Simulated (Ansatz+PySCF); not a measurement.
Values are calculated unless marked as measured or tabulated.
## Several solutions for doublet BeH

```yaml
atoms:
  - { symbol: Be, position_ang: [0.0000, 0.0000, -0.2717] }
  - { symbol: H, position_ang: [0.0000, 0.0000, 1.0868] }
```

Basis set: def2-SVP (spherical functions). Charge 0, multiplicity 2.

CASSCF(3,3) was run from several starts with Ansatz (development build ahead of 0.2.0) and PySCF 2.14.0. The starts are those of the Hartree–Fock orbitals from which the active space was taken at the frontier.

| run | program | start | converged | energy (hartree) | <S²> |
| --- | --- | --- | --- | --- | --- |
| A | Ansatz | atomic start, no search | yes | -15.13856 | 0.75 |
| B | Ansatz | stability test followed | yes | -15.14725 | 0.75 |
| C | PySCF | program defaults | yes | -15.13856 | 0.75 |
| D | Ansatz | search for the lowest state | yes | -15.14725 | 0.75 |

Problem. Which runs reached the lowest solution of this kind, and what is wrong with the others?

Solution. B, D reached the lowest solution found. Converged but too high: A by 0.24 eV, C by 0.24 eV. Convergence only shows a stationary point; in CASSCF the end hangs on which orbitals enter the active space. Caution: other starts end on other solutions of this active space.
